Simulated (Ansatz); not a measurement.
`[GeH3][GeH3]` + `CNC` → `C[N](C)[GeH3]` + GeH₄ at 298.15 K and 1 bar (cleavage of the Ge–Ge bond).

Calculated with Ansatz (gas phase, PBE0-D4/def2-TZVP geometries, no zero-point term in ΔE). CBS: MP2 limit from def2 TZ/QZ plus the TZ coupled-cluster correction, frozen cores. For Ge outer-core shells are correlated without core-valence functions, which leaves a few kJ/mol of doubt a bond. Scalar relativity is left out up to krypton.

```tsv
species	CCSD(T)/CBS energy (Eh)	H − E (kJ/mol)	S (J/(mol·K))
`[GeH3][GeH3]`	-4155.81928	138.0	299.9
`CNC`	-135.00321	256.9	271.4
`C[N](C)[GeH3]`	-2212.31524	296.4	337.1
GeH₄	-2078.49493	88.5	217.3
```

H − E and S are ideal-gas, rigid-rotor, harmonic terms from PBE0-D4/def2-TZVP. 1 Eh = 2625.50 kJ/mol, R = 8.31446 J/(mol·K).

Problem. By hand: ΔE, ΔH, ΔS and ΔG.

Solution. ΔE = (-2212.31524) + (-2078.49493) − (-4155.81928) − (-135.00321) = 0.01232 Eh = 32.3 kJ/mol. Δ(H − E) = 296.4 + 88.5 − 138.0 − 256.9 = -10.0, so ΔH = 22.3 kJ/mol. ΔS = 337.1 + 217.3 − 299.9 − 271.4 = -16.9 J/(mol·K). ΔG = 22.3 − 298.15 × (-16.9)/1000 = 27.3 kJ/mol.

Problem. By hand: the equilibrium constant, and the temperature at which ΔG would vanish if ΔH and ΔS stayed fixed.

Solution. log₁₀ K = −ΔG/(RT ln 10) = -4.8. ΔH and −TΔS have one sign here, so there is no such temperature.

ΔH outweighs TΔS. A doubt of 5 kJ/mol in ΔE shifts log₁₀ K by 0.9 here. These are equilibria of isolated gas molecules and say nothing of rates. Largest T1 diagnostic: 0.012 (customary marks: 0.02 for closed shells, 0.045 for open ones).
